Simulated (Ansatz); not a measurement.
Isomers of C2H5NSSi, relaxed with PBE0-D4/def2-TZVP in Ansatz; electronic energies, one conformer each and not always the lowest. Functionals use def2-TZVPP; CBS adds triple-zeta CCSD(T) − MP2 to the MP2 limit of def2-TZVPP and def2-QZVPP.

Task: Order them by energy at frozen-core CCSD(T)/CBS, lowest first. (Estimate.)
A. `[SiH3]SC1=CN1`
B. `C[SiH](S)C#N`
C. `C[SiH2]SC#N`

Result: B (0.0 kcal/mol), C (18.1 kcal/mol), A (99.9 kcal/mol).

Task: How do B2PLYP, B3LYP, PBE-D4, ωB97M-V place them (kcal/mol, against `C[SiH](S)C#N`)? (Estimate.)

Result: The calculation gave: 
```tsv
isomer	B2PLYP	B3LYP	PBE-D4	ωB97M-V
`C[SiH2]SC#N`	16.9	16.3	13.9	17.7
`[SiH3]SC1=CN1`	101.1	98.4	89.9	99.3
```

B3LYP here is the variant with VWN-RPA as its local correlation; programs differ in this.
